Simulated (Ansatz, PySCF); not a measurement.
This PySCF input computes a BLYP/def2-TZVPD energy:

```python
from pyscf import gto, scf, dft

mol = gto.M(
    atom='''
    N    -0.00000000   -0.00000000   -0.79798120
    N     0.00000000    0.00000000    0.79798120
    ''',
    basis='def2-tzvpd',
    charge=0,
    spin=4,
    symmetry='D2h',
    verbose=4,
)

mf = dft.UKS(mol, xc='blyp').density_fit(auxbasis='def2-universal-jkfit')
mf.grids.level = 3
mf.conv_tol = 1e-9
mf.max_cycle = 100
mf.max_memory = 1500
mf.kernel()
if not mf.converged:
    mf = mf.newton()
    mf.kernel(mf.make_rdm1())
mf.analyze()
```

Problem. Write an input for the same energy in Ansatz (a program for electronic structure) and say what it gives.

Solution. 
Ansatz 0.2 input:
```yaml
crystal:
  periodic: [false, false, false]
  atoms:
    - {symbol: N, position_ang: [-0.00000000, -0.00000000, -0.79798120]}
    - {symbol: N, position_ang: [0.00000000, 0.00000000, 0.79798120]}
basis:
  gaussian:
    orbitals: def2-TZVPD
hamiltonian:
  xc: {name: BLYP}
magnetization: {spin_polarized: true, initial_magnetization: 4}
output: {forces: true}
```
It gives -109.22251 Eh, and PySCF -109.22253 Eh, a difference of 0.02 mEh, from the treatment of integrals and grids.

The spin state was set by rule; other spins were not relaxed.
